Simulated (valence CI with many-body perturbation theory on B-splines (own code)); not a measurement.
E1 line list for Mo XXIX

Computed by relativistic CI+MBPT: four valence electrons over a frozen Dirac-Fock core [Ne], radial functions for each j: 11 s, 11 p, 9 d, 7 f, 5 g, 2 h, 1 i, with the one-electron correlation potential Σ1, the two-electron term Σ2, the three-electron term Σ3, Breit, model QED; selected CI, second order for the rest (own B-spline code, finite nucleus).

No measured spectrum was set against this ion. As an estimate, large intervals hold to a few tenths of a per cent, small ones and those within an open d or f shell to about a per cent.

Lines 201 to 229 of 229 in falling wavelength, among levels below 2084700 cm⁻¹, chosen from the strongest by gf and those to the six lowest levels. Wavelengths and rates use the calculated energies. Electric multipoles are in the length gauge, E1 and E2 with the static RPA response of the core. Weak lines are less certain than strong ones. Lines between different terms over intervals too small for the method are left out, as are lines whose strength nearly cancels. Where a level lies close to another of its J and parity, the split of strength between their lines is uncertain. The highest levels of a list are the least certain.

Names give the largest LS component (configuration and term), which can be under half, so a name can repeat, a term be missing and a line seem to break the LS rules; names also repeat where a configuration has a term twice. Letters in brackets count levels of one name in rising energy.

| λ vac (nm) | Upper | Lower | A (s⁻¹) | S (a.u.) with core polarisation | S without |
| --- | --- | --- | --- | --- | --- |
| 8.394 | 3s3p²3d ³G_3 | 3s3p³ ⁵S°_2 | 7.10e+08 | 1.45e-03 | 1.49e-03 |
| 8.383 | 3s3p²3d ³D_2 [b] | 3s3p³ ³D°_1 | 1.04e+10 | 1.52e-02 | 1.55e-02 |
| 8.304 | 3s3p²3d ³D_2 [d] | 3s3p³ ³D°_2 | 1.74e+10 | 2.45e-02 | 2.51e-02 |
| 8.303 | 3s3p²3d ¹P_1 | 3s3p³ ³D°_2 | 2.00e+10 | 1.69e-02 | 1.73e-02 |
| 8.299 | 3s²3p3d ³P°_1 | 3s²3p² ³P_1 | 2.89e+10 | 2.44e-02 | 2.50e-02 |
| 8.297 | 3s3p²3d ³F_2 [c] | 3s3p³ ³D°_1 | 6.69e+10 | 9.44e-02 | 9.66e-02 |
| 8.205 | 3s3p²3d ³D_2 [c] | 3s3p³ ³D°_1 | 1.62e+10 | 2.21e-02 | 2.27e-02 |
| 8.162 | 3s²3p3d ³P°_2 [b] | 3s²3p² ³P_1 | 3.27e+09 | 4.39e-03 | 4.50e-03 |
| 8.093 | 3s²3p3d ¹F°_3 | 3s²3p² ¹D_2 | 2.37e+10 | 4.33e-02 | 4.43e-02 |
| 8.079 | 3s3p²3d ³D_3 [a] | 3s3p³ ⁵S°_2 | 3.15e+10 | 5.74e-02 | 5.88e-02 |
| 7.975 | 3s3p²3d ¹P_1 | 3s3p³ ³D°_1 | 1.48e+10 | 1.11e-02 | 1.14e-02 |
| 7.937 | 3s3p²3d ³F_3 [a] | 3s3p³ ⁵S°_2 | 8.54e+08 | 1.47e-03 | 1.51e-03 |
| 7.929 | 3s3p²3d ³D_1 [a] | 3s3p³ ⁵S°_2 | 3.46e+08 | 2.55e-04 | 2.61e-04 |
| 7.895 | 3s3p²3d ³D_1 [b] | 3s3p³ ⁵S°_2 | 1.88e+09 | 1.37e-03 | 1.41e-03 |
| 7.766 | 3s²3p3d ¹P°_1 | 3s²3p² ¹D_2 | 7.79e+07 | 5.40e-05 | 5.60e-05 |
| 7.717 | 3s3p²3d ³D_2 [a] | 3s3p³ ⁵S°_2 | 1.18e+09 | 1.34e-03 | 1.37e-03 |
| 7.711 | 3s3p³ ¹P°_1 | 3s²3p² ³P_0 | 2.11e+07 | 1.43e-05 | 1.46e-05 |
| 7.657 | 3s3p²3d ³D_1 [c] | 3s3p³ ⁵S°_2 | 4.63e+07 | 3.08e-05 | 3.16e-05 |
| 7.609 | 3s3p²3d ³D_2 [b] | 3s3p³ ⁵S°_2 | 1.08e+08 | 1.17e-04 | 1.20e-04 |
| 7.579 | 3s3p²3d ³P_1 | 3s3p³ ⁵S°_2 | 6.49e+07 | 4.18e-05 | 4.27e-05 |
| 7.563 | 3s3p²3d ³D_3 [b] | 3s3p³ ⁵S°_2 | 8.27e+08 | 1.24e-03 | 1.26e-03 |
| 7.559 | 3s²3p3d ¹P°_1 | 3s²3p² ³P_1 | 2.04e+09 | 1.31e-03 | 1.34e-03 |
| 7.539 | 3s3p²3d ³F_2 [c] | 3s3p³ ⁵S°_2 | 4.57e+07 | 4.84e-05 | 4.94e-05 |
| 7.472 | 3s3p²3d ³F_3 [b] | 3s3p³ ⁵S°_2 | 6.44e+09 | 9.27e-03 | 9.49e-03 |
| 7.462 | 3s3p²3d ³D_2 [c] | 3s3p³ ⁵S°_2 | 2.05e+08 | 2.10e-04 | 2.16e-04 |
| 7.317 | 3s²3p3d ³P°_1 | 3s²3p² ³P_0 | 1.36e+08 | 7.87e-05 | 8.07e-05 |
| 7.273 | 3s3p²3d ³D_2 [d] | 3s3p³ ⁵S°_2 | 5.59e+09 | 5.30e-03 | 5.44e-03 |
| 7.272 | 3s3p²3d ¹P_1 | 3s3p³ ⁵S°_2 | 2.06e+09 | 1.17e-03 | 1.20e-03 |
| 6.735 | 3s²3p3d ¹P°_1 | 3s²3p² ³P_0 | 1.44e+09 | 6.51e-04 | 6.67e-04 |
